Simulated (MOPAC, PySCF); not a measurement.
Ligands exchanged one at a time, B Br-H. All species are isolated molecules in the gas phase. Strings in code marks are SMILES.

Quantity: redistribution energy (mixed species minus the weighted end members), in kJ/mol. Semi-empirical values (MOPAC) are differences of heats of formation.

Level 1: PBE-D3(BJ)/def2-TZVP // PBE0-D4/def2-TZVP (PySCF)
Level 2: PBE/6-31G* // PBE0-D4/def2-TZVP (PySCF)
Level 3: AM1 // PBE0-D4/def2-TZVP (MOPAC)
Level 4: PM3 // PBE0-D4/def2-TZVP (MOPAC)

```tsv
species	level 1	level 2	level 3	level 4
1 of 3 Br replaced by H: `B(Br)Br`	-16.99	-19.75	-8.81	-24.31
2 of 3 Br replaced by H: `BBr`	-16.01	-18.94	-8.74	-23.40
```
